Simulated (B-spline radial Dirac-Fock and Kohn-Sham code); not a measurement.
Z = 16 (sulfur), transition energy 1960 keV. Method: a Dirac-Hartree-Slater potential of the neutral atom with a Latter tail (no hole, which puts coefficients of high multipoles low close above an edge), finite nucleus with surface currents. Computed with an atomic code on a B-spline grid. Subshells that would emit electrons below 1 keV are left out, and so is internal pair formation.

Problem. A pure transition shows α(K) = 2.49e-05, L1/L2 = 410 and L1/L3 = 782. What is its multipolarity?
A. E4
B. M4
C. E2
D. E1
E. M3
F. M2
G. M1
H. E3

Solution. E. For comparison, α(K), L1/L2, L1/L3 are E1 6.36e-06, 1400, 374; E2 1.07e-05, 795, 437; E3 1.70e-05, 474, 462; E4 2.66e-05, 304, 445; M1 9.56e-06, 940, 578; M2 1.57e-05, 594, 748; M4 3.88e-05, 300, 650.
